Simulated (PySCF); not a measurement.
# C₆ coefficients of unlike pairs at TPSS

Calculated with PySCF 2.14 from the dipole response of each species, C₆(A,B) = (3/π) ∫ α_A(iu) α_B(iu) du, in atomic units, from isotropic polarisabilities. For ions this is the dispersion term alone; charge-induced terms of lower order in 1/R come first.

```
species       configuration                                                                 basis      relativity  α (bohr³)  C₆ (like pair)
    Ru+       [Kr] 4d7 (4F)  def2-QZVPPD with the def2 core potential (28 electrons) (7s5p4d4f2g)  core potential      16.43           106.1
     N+   [He] 2s2 2p2 (3P)                                               dyall-acv3z (15s9p4d2f)            none      3.931           8.576
     Mn   [Ar] 3d5 4s2 (6S)                                               dyall-av2z (16s12p7d2f)            none      81.33           789.7
 Sn(2+)  [Kr] 4d10 5s2 (1S)                             aug-cc-pwCVDZ-PP with ECP28MDF (6s5p4d1f)  core potential      15.17           80.53
```

Question: Estimate C₆ for Mn with N+.

Answer: The integral gives 66.56. The combination rule 2 C_A C_B / (C_A α_B/α_A + C_B α_A/α_B) gives 62.82 and the geometric mean 82.30.

No spin-orbit coupling is included.

The other pairs:

| pair | C₆ |
| --- | --- |
| Sn(2+), Mn | 225.5 |
| Sn(2+), Ru+ | 91.98 |
| Sn(2+), N+ | 25.80 |
| Mn, Ru+ | 250.3 |
| N+, Ru+ | 29.99 |
